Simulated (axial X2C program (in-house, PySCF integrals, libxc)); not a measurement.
**Outer orbitals of WS⁻ at 2.154 Å, BHandHLYP**

All values were computed with an axial X2C code built on PySCF integrals. Spin-free means the one-electron spin-free X2C Hamiltonian; two-component (2c) means X2C with spin–orbit coupling and atomic mean-field two-electron Coulomb and Gaunt terms, so the difference of the two also holds small scalar two-electron terms. Basis: W dyall-acv3z [14s15p10d7f4g], S dyall-av3z [9s8p3d2f] (cores contracted in-house); Gaussian nuclei, density fitting, unrestricted open shells. Masses: W 183.951 u, S 31.972 u.

The distance is close to the 2c PBE0 minimum; the highest filled and lowest empty levels are listed.

Spin-free orbitals, state M_S = 5/2, Λ = 0 (beyond evenly filled blocks: σα, π+α, π-α, δ+α, δ-α) (Löwdin shares):

| symmetry | occupied | ε (eV) | atomic character |
| --- | --- | --- | --- |
| δ+β | yes | -35.31 | 100% W f |
| δ-β | yes | -35.31 | 100% W f |
| φ+β | yes | -35.23 | 100% W f |
| φ-β | yes | -35.23 | 100% W f |
| σβ | yes | -14.78 | 67% S s, 12% W d, 10% W p |
| σα | yes | -14.76 | 67% S s, 12% W d, 9% W p |
| σα | yes | -4.42 | 66% S p, 17% W d, 8% W s |
| σβ | yes | -4.12 | 72% S p, 13% W d, 7% W s |
| π+α | yes | -3.89 | 49% W d, 44% S p, 2% W f |
| π-α | yes | -3.89 | 49% W d, 44% S p, 2% W f |
| π-β | yes | -3.04 | 68% S p, 19% W d, 5% W f |
| π+β | yes | -3.04 | 68% S p, 19% W d, 5% W f |
| σα | yes | -2.40 | 52% W s, 26% W d, 8% S p |
| δ-α | yes | -2.07 | 98% W d |
| δ+α | yes | -2.07 | 98% W d |
| π+α | yes | -0.58 | 38% W d, 28% S p, 28% W p |
| π-α | yes | -0.58 | 38% W d, 28% S p, 28% W p |
| σβ | no | 1.95 | 92% W p, 8% W s |
| σα | no | 1.96 | 96% W p, 3% W s |
| π-β | no | 2.03 | 100% W p |
| π+β | no | 2.03 | 100% W p |
| π-α | no | 2.04 | 99% W p |
| π+α | no | 2.04 | 99% W p |

The lowest two-component determinant found has another configuration (Ω = 1/2 (⟨Sz⟩ = 1.41, ⟨Lz⟩ = -0.91 at BHandHLYP)), so the levels differ by more than spin–orbit coupling. Its spinors:

| ω | occupied | ε (eV) | atomic character | λ mixture |
| --- | --- | --- | --- | --- |
| -7/2 | yes | -35.23 | 100% W f | 100% φ |
| -1/2 | yes | -15.39 | 67% S s, 12% W d, 10% W p | 100% σ |
| 1/2 | yes | -15.14 | 66% S s, 12% W d, 9% W p | 100% σ |
| -1/2 | yes | -4.96 | 62% S p, 25% W d, 5% W s | 83% σ, 17% π |
| 1/2 | yes | -4.87 | 65% S p, 22% W d, 5% W s | 100% σ |
| -1/2 | yes | -4.32 | 52% S p, 39% W d, 2% W f | 82% π, 18% σ |
| 1/2 | yes | -3.62 | 67% S p, 20% W d, 5% W f | 99% π, 1% σ |
| -3/2 | yes | -3.58 | 62% S p, 26% W d, 5% W f | 94% π, 6% δ |
| 3/2 | yes | -3.55 | 59% S p, 30% W d, 4% W f | 100% π |
| -3/2 | yes | -2.74 | 90% W d, 6% S p | 92% δ, 8% π |
| 1/2 | yes | -2.35 | 50% W s, 30% W d, 11% S p | 98% σ, 2% π |
| 5/2 | yes | -1.96 | 98% W d | 100% δ |
| -1/2 | yes | -1.09 | 42% W d, 31% S p, 18% W p | 90% π, 10% σ |
| -1/2 | yes | -0.65 | 58% W s, 19% W p, 9% W d | 97% σ, 3% π |
| 1/2 | no | 1.95 | 96% W p, 3% W s | 100% σ |
| -1/2 | no | 1.97 | 98% W p | 99% σ, 1% π |
| 3/2 | no | 2.00 | 99% W p | 100% π |
| -1/2 | no | 2.01 | 99% W p | 99% π, 1% σ |

Question: How does the gap between the highest filled and lowest empty level change from the spin-free to the 2c table?

Answer: From 2.53 to 2.60 eV at BHandHLYP, a change of 0.07 eV.

Mulliken charges and populations of the two-component result (they depend on the basis, above all on diffuse functions):

W -0.55 e (s 11.68 p 24.51 d 24.29 f 14.06 g 0.01), S -0.45 e (s 5.86 p 10.54 d 0.05 f 0.01). ⟨Lz⟩ = -0.91 ħ and ⟨Sz⟩ = 1.41 ħ (1.47 and -0.06 on the two atoms), which add up to Ω.

One determinant describes the state; a PBE0 search over occupations chose it and may have missed a lower one. Density functionals use the spin component along the axis (collinear). PBE0 can misorder states that lie within some tenths of an eV, so this need not be the ground state of the molecule. The nearest other spin-free determinant of the search, M_S = 3/2, Λ = 1, lies 0.10 eV up at the distance of the search. The functionals have no current-density term, which raises determinants with orbital currents, atoms included. With several unpaired electrons one determinant need not be a pure state. The stretched end of a curve changes character and is left out.
